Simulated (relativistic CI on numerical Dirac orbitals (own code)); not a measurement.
**The 25-electron sequence from Mn to Ru19+**

Computed by Dirac-Coulomb-Breit CI, separate exchange-only KLI orbitals for each configuration, model QED (radiative potential, 1s self-energy scaled to tabulated hydrogen-like ionisation energies), unscaled Slater integrals (own radial code, finite nucleus).

Configurations in the expansion (outside the closed core [Ne]): 3s²3p⁶3d⁷, 3s²3p⁶3d⁵4s², 3s²3p⁶3d⁶4s, 3s²3p⁵3d⁸, 3s²3p⁴3d⁹, 3s3p⁶3d⁸, 3p⁶3d⁹. Levels of other configurations are missing.

Energies above each ion's lowest level, in cm⁻¹. Levels are followed by their leading LS label, which can pass from one level to another where the coupling changes.

```csv
Ion,3s²3p⁶3d⁷ ⁴F9/2,3s²3p⁶3d⁷ ⁴F7/2,3s²3p⁶3d⁷ ⁴F5/2,3s²3p⁶3d⁷ ⁴F3/2,3s²3p⁶3d⁷ ⁴P5/2
Mn,,,,,
Cu4+,0.0,1581.6,2706.1,3464.0,22900.1
Zn5+,0.0,2096.3,3564.1,4544.5,25497.9
Ga6+,0.0,2715.1,4583.2,5819.2,28095.4
Ge7+,0.0,3452.8,5781.9,7307.5,30718.7
As8+,0.0,4325.4,7179.0,9027.8,33387.1
Se9+,0.0,5350.7,8793.0,10997.3,36117.1
Br10+,0.0,6547.6,10641.7,13231.2,38924.3
Kr11+,0.0,7936.7,12742.1,15741.0,41824.4
Rb12+,0.0,9540.4,15108.5,18533.1,44834.3
Sr13+,0.0,11382.4,17752.5,21605.7,47974.1
Zr15+,0.0,15884.8,23894.4,28515.4,54744.0
Nb16+,0.0,18600.8,27385.4,32254.6,58440.4
Mo17+,0.0,21666.1,31136.4,36056.2,62402.5
Tc18+,0.0,25112.0,35118.1,39770.5,66686.3
Ru19+,0.0,28970.9,39289.4,43233.1,71358.5
```

In the calculation the lowest level changes from 3s²3p⁶3d⁵4s² ⁶S5/2 to 3s²3p⁶3d⁷ ⁴F9/2 at Cu4+.

Between Z = 41 and 44 the energy of 3s²3p⁶3d⁷ ⁴F7/2 follows a local power law Z^6.3. For orientation: electrostatic splittings inside a shell grow about linearly with the screened charge, excitations that change n as its square, and fine structure as its fourth power; written in Z itself the exponents are larger, since the screened charge grows faster in proportion.

The members near neutrality are the least accurate: they can be off by several eV, miss lower levels of configurations outside the list, or start from a wrong lowest level.
